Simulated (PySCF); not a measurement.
Cluster models of a semiconductor or oxide, Si5H12, surface changed. Isolated molecules, 0 K electronic values unless said otherwise. One relaxed conformer stands for each flexible species; it need not be the lowest. Strings in code marks are SMILES.

The T1 excitation (TDA) from two functionals at the same geometries (PBE0-D3(BJ)/def2-SVP), both in PySCF: PBE-D3(BJ)/def2-TZVP and ωB97X-D3(BJ)/def2-TZVP. Excitations are Tamm–Dancoff values on a coarser integration grid. The basis has no diffuse functions, so Rydberg states are missing or too high.

```json
[
 {"species": "one H of a SiH3 unit replaced by fluoro (`F[SiH2][Si]([SiH3])([SiH3])[SiH3]` (F–Si–Si–Si torsion 180°))", "PBE-D3(BJ)/def2-TZVP (eV)": "4.72", "ωB97X-D3(BJ)/def2-TZVP (eV)": "5.46"},
 {"species": "one H of a SiH3 unit replaced by amino (`N[SiH2][Si]([SiH3])([SiH3])[SiH3]`)", "PBE-D3(BJ)/def2-TZVP (eV)": "4.51", "ωB97X-D3(BJ)/def2-TZVP (eV)": "5.56"},
 {"species": "one H of a SiH3 unit replaced by mercapto (`[SiH2]([Si]([SiH3])([SiH3])[SiH3])S` (Si–Si–Si–S torsion -59°, Si–Si–S–H torsion -180°))", "PBE-D3(BJ)/def2-TZVP (eV)": "4.60", "ωB97X-D3(BJ)/def2-TZVP (eV)": "5.63"},
 {"species": "one H of a SiH3 unit replaced by silyl (`[SiH3][SiH2][Si]([SiH3])([SiH3])[SiH3]` (Si–Si–Si–Si torsion 180°))", "PBE-D3(BJ)/def2-TZVP (eV)": "4.98", "ωB97X-D3(BJ)/def2-TZVP (eV)": "5.72"},
 {"species": "one H of a SiH3 unit replaced by bromo (`[SiH3][Si]([SiH3])([SiH3])[SiH2]Br` (Si–Si–Si–Br torsion 59°))", "PBE-D3(BJ)/def2-TZVP (eV)": "4.55", "ωB97X-D3(BJ)/def2-TZVP (eV)": "5.40"},
 {"species": "one H of a SiH3 unit replaced by boryl (`B[SiH2][Si]([SiH3])([SiH3])[SiH3]`)", "PBE-D3(BJ)/def2-TZVP (eV)": "2.79", "ωB97X-D3(BJ)/def2-TZVP (eV)": "3.43"}
]
```

Over these rows, drawn at random from the members with no instability flagged (it was tested for open shells, ions and some series alone), PBE minus ωB97X-D3(BJ): mean -0.84 eV, from -1.04 eV to -0.64 eV.
